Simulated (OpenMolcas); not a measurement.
## Cr3+: moving the ligands

Cr3+ with 6 ligands (sulfide) in trigonal prismatic coordination (D3h) at 2.4 Å. A charge of +1.5 e stands 2.8 Å behind each ligand. Ligand basis ANO-RCC-VDZP.
```
Cr    0.0000    0.0000    0.0000
S     1.8140    0.0000    1.5714
S    -0.9070    1.5710    1.5714
S    -0.9070   -1.5710    1.5714
S     1.8140    0.0000   -1.5714
S    -0.9070    1.5710   -1.5714
S    -0.9070   -1.5710   -1.5714
```

* Program: OpenMolcas
* Method: SS-CASPT2, IPEA 0.25 Eh, imaginary shift 0.1 Eh (closed shells correlated: 3s 3p and the ligand valence shells)
* Basis: ANO-RCC-VDZP [5s4p2d1f]
* Scalar Hamiltonian: DKH2, point nucleus
* Active space: 3 electrons in 5 orbitals (3d)
* State averaging: 2S+1 = 4 even, 10 roots; 2S+1 = 2 even, 40 roots
* Spin-orbit coupling: RASSI with atomic mean-field integrals over the reference wave functions

Runs around this geometry, states (labels of D3, the rotations of D3h). Energies in cm-1 above the lowest state or level, χT in cm3 K/mol.

```csv
R (Å),Polar angle / regular,Ground state,First state of that spin,First gap with spin-orbit (degeneracies),χT at 300 K,First state of another spin
2.33,1,4A2,4A2 4340,"26 (2, 2)",1.770,2E 9050
2.4,1,4A2,4A2 3880,"28 (2, 2)",1.750,2E 9810
2.48,1,4A2,4A1 3380,"31 (2, 2)",1.724,2E 10350
2.4,1.1,4A2,4A2 3650,"28 (2, 2)",1.748,2E 9570
```

Roots that are degenerate in the reference are averaged as groups; the widest CASPT2 spread within a group is 370 cm-1 (the 2-fold group of multiplicity 4 near 15800 cm-1 above the lowest state of its run, R = 2.33, ratio = 1). Shifts and gaps below about the spread of the groups concerned are not significant. Over all roots computed the reference weight is 0.58 to 0.60 in R = 2.33 in ratio = 1, 0.58 to 0.61 in R = 2.4 in ratio = 1, 0.59 to 0.61 in R = 2.48 in ratio = 1, 0.58 to 0.61 in R = 2.4 in ratio = 1.1; a low but even weight reflects the number of correlated electrons. The sulfide ions are held by bare point charges, a crude embedding. Ligand-to-metal charge-transfer states are missing. With no ligand orbital active B as a rule stays too high, so bands that hang on it stand too high and its fall with covalency is understated. The least metal-like active orbital is 84 % on the metal (Löwdin) and no ligand orbital is active, so the numbers are rough (holds for R = 2.33, ratio = 1). Free-ion shares, where given, are those of the reference states; single-state CASPT2 does not remix them (holds for R = 2.48, ratio = 1). No measured value stands beside these numbers; the geometry is a model, was not optimised and need not be the one that this ion takes.
